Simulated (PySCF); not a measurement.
## Correlation energy of Cu⁺ (copper, charge +1)

[Ar] 3d10, closed-shell 1S. Calculation: PySCF 2.14, in jorge-DZP-DKH (8s6p2d1f, 43 functions); the spin-free X2C one-electron Hamiltonian (Gaussian nucleus). Frozen: [Ar]; 10 electrons correlated.

Total MP2 correlation energy: -285.46 mhartree.

Same-spin part -107.09 and opposite-spin part -178.37 mhartree; SCS-MP2 scales them by 1/3 and 6/5 to -249.74 mhartree.

```json
{"level": "CCSD", "correlation energy (mhartree)": "-254.54"}
{"level": "(T)", "correlation energy (mhartree)": "-11.44"}
{"level": "CCSD(T)", "correlation energy (mhartree)": "-265.98"}
```

Diagnostics: T1 = 0.0091, D1 = 0.0129, largest double amplitude 0.035.

Cost of the coupled-cluster step: 0.29 s of wall time on 1 thread of Neoverse-V1 (shared host), for 10 correlated electrons.
